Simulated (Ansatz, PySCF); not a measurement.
Molecule: C₅H₃O₂, net charge 0, doublet state. It need not be the lowest isomer of its formula. 
Geometry from a B3LYP-D3(BJ)/def2-TZVP (Ansatz, a first-principles code) optimisation:
```xyz
10

C     -1.9384     0.2540     0.2633
C     -1.6611    -1.0704     0.3009
O     -0.3229    -1.2299     0.1182
C      0.2194     0.0235    -0.0329
C     -0.7570     0.9840     0.0511
C      1.6554     0.0902    -0.2428
O      2.2712     1.1210    -0.3914
H     -2.2438    -1.9629     0.4367
H     -0.6061     2.0460    -0.0326
H      2.1533    -0.8991    -0.2565
```
Charge 0, spin multiplicity 2.

Dipole moments at this geometry, in debye (magnitudes).

```json
[
 {"level": "HF/def2-TZVPD", "program": "PySCF", "dipole (D)": "2.84"},
 {"level": "PBE/def2-TZVPD", "program": "Ansatz", "dipole (D)": "2.85"},
 {"level": "revPBE/def2-TZVPD", "program": "Ansatz", "dipole (D)": "2.85"},
 {"level": "B97M-V/def2-TZVPD", "program": "Ansatz", "dipole (D)": "(withheld)"},
 {"level": "B3LYP/def2-TZVPD", "program": "PySCF", "dipole (D)": "3.01"},
 {"level": "BHLYP/def2-TZVPD", "program": "Ansatz", "dipole (D)": "3.09"},
 {"level": "TPSSh/def2-TZVPD", "program": "PySCF", "dipole (D)": "2.97"},
 {"level": "r2SCANh/def2-TZVPD", "program": "Ansatz", "dipole (D)": "3.06"},
 {"level": "r2SCAN0/def2-TZVPD", "program": "Ansatz", "dipole (D)": "3.07"},
 {"level": "M06-2X/def2-TZVPD", "program": "PySCF", "dipole (D)": "2.93"},
 {"level": "HSE06/def2-TZVPD", "program": "Ansatz", "dipole (D)": "2.99"},
 {"level": "CAM-B3LYP/def2-TZVPD", "program": "Ansatz", "dipole (D)": "2.97"},
 {"level": "wB97X-V/def2-TZVPD", "program": "Ansatz", "dipole (D)": "(withheld)"}
]
```

### Question
Some entries are withheld; supply them.

### Answer

- B97M-V/def2-TZVPD, dipole (D): 2.95
- wB97X-V/def2-TZVPD, dipole (D): 2.86
